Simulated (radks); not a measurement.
All-electron atom: Sb II in [Kr] 4d10 5p4 (not the ground configuration). Method: Dirac Kohn-Sham, PW91, spin-unpolarised, spherical densities, point nucleus; open shells fill j = l - 1/2 first; computed with a radial shooting solver on a logarithmic mesh with Libxc functionals.

Spin-orbit splittings of the eigenvalues, e(l+1/2) - e(l-1/2), with zeta = 2 splitting/(2l+1) and mean radii in bohr:

shell  occ.  splitting (eV)  zeta (eV)  <r> j=l-1/2  <r> j=l+1/2
2p        6           251.9      167.9       0.1032       0.1087
3p        6           46.48      30.99       0.3208       0.3322
3d       10           9.660      3.864       0.3033       0.3069
4p        6           8.616      5.744       0.8317       0.8607
4d       10           1.257     0.5026        1.016        1.029
5p        4               ?          ?        2.529        2.625

Estimate the 5p splitting.

Answer. 0.8025 eV (zeta = 0.5350 eV).
